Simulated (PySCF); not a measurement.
# Dipole moment and polarisability of `[H]/N=C(\C=C)CC(F)(F)F`

Species: C5H6F3N.
Structure used (GFN2-xTB), in Å, numbered top down from 1:
```
atom  x, y, z in Å
C1    -2.238    0.628    0.565
C2    -1.081    0.708   -0.079
C3    -0.320   -0.470   -0.522
N4    -0.768   -1.621   -0.774
C5     1.170   -0.273   -0.707
C6     1.852    0.056    0.607
F7     1.574   -0.825    1.574
F8     3.189    0.073    0.476
F9     1.512    1.265    1.085
H10   -2.773    1.506    0.880
H11   -2.685   -0.320    0.822
H12   -0.637    1.671   -0.288
H13   -1.772   -1.732   -0.654
H14    1.373    0.543   -1.403
H15    1.601   -1.201   -1.087
```

Level: B3LYP/def2-SVPD (PySCF), static field, nuclei fixed, core orbitals frozen in the response. The polarisability tensor in these axes (au):

```
x   82.72 -1.17 -6.69
y   -1.17 70.68  6.42
z   -6.69  6.42 58.58
```

What are the eigenvalues, a third of the trace, and Δα (Δα² = ½Σ(αi − αj)² over the three pairs)?

Principal values 54.63, 72.33 and 85.03 au; mean 70.66 au = 10.47 Å³ = 11.65 × 10⁻⁴⁰ C²·m²/J; Δα = 26.44 au (37 % of the mean).

What is the dipole moment, and where does it point?

(-2.23, 1.49, -1.07) D, 2.89 D in size, pointing from the negative to the positive side. Measured along this direction, the outermost atoms are F8 at the negative end and H10 at the positive end.

Refractivity n − 1 of an ideal gas of it at 350 K and 1 atm, from the electronic α?

N = p/kT = 2.0968 × 10¹⁹ cm⁻³, so n − 1 = 2π × N × 10.47 × 10⁻²⁴ cm³ = 1380 × 10⁻⁶ at long wavelengths, for an ideal gas.

Estimate the molar refractivity from the static electronic polarisability.

Lorentz–Lorenz: R = (4π/3)N_A α = 2.5225 cm³/(mol·Å³) × 10.47 Å³ = 26.4 cm³/mol, in the limit of long wavelengths.

Directions of the eigenvectors, and the extent of the frame along each?

Largest value along (0.94, -0.20, -0.29), where the nuclei span 5.99 Å; middle along (0.29, 0.91, 0.29), 4.18 Å; least along (0.20, -0.35, 0.91), 3.24 Å. The response follows the extents in order.

Sum over states: ᾱ = Σ f/ω², ω in Eh. What share falls to these 8 lowest TDDFT singlets (eV, f)? 4.37, 0.0025; 5.77, 0.2169; 6.93, 0.0213; 7.08, 0.0233; 7.22, 0.0143; 7.41, 0.0119; 7.48, 0.0057; 7.71, 0.0148.

They add up to 6.21 au, 8.8 % of the 70.66 au; the largest single term is 4.82 au, from the state at 5.77 eV. Terms in order: 0.10, 4.82, 0.33, 0.34, 0.20, 0.16, 0.08, 0.18 au. Higher excitations give the rest. The strengths listed sum to 0.311.

Traceless (Buckingham) quadrupole moment about the centre of nuclear charge: eigenvalues?

-8.36, -0.27, 8.62 D·Å. The values depend on the origin, since the dipole doesn't vanish. The electronic extent ⟨r²⟩ about the same centre is 1206 bohr², a root-mean-square distance of 2.20 Å for the 70 electrons.

Isolated species at its GFN2-xTB geometry (one conformer only).
